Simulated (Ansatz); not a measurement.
Cartesian coordinates in Å:
```
S -0.672 0.383 1.858
Ge -0.552 -0.179 -0.288
S 0.847 1.071 -1.477
H 0.504 -0.182 2.174
H -0.131 -1.651 -0.400
H -1.944 0.094 -0.864
H 1.947 0.464 -1.004
```

The species carries charge 0 and has multiplicity 1.

**Question.** List the PBE0/def2-TZVPP orbital energies in eV (the Gaussian-basis code of Ansatz). (Best estimate.)

**Answer.** Ansatz gave: Occupied: -10860.92, -2422.51, -2422.51, -1359.15, -1208.97, -1208.96, -1208.95, -217.86, -217.85, -171.89, -161.69, -161.68, -161.62, -161.62, -161.49, -161.49, -121.70, -121.68, -121.63, -34.53, -34.53, -34.48, -34.43, -34.42, -20.86, -20.19, -15.30, -11.80, -11.68, -10.02, -9.73, -9.32, -7.65, -7.35. Lowest empty: -0.50, 0.05, 0.49, 0.95, 1.13, 1.63, 3.94, 4.23.
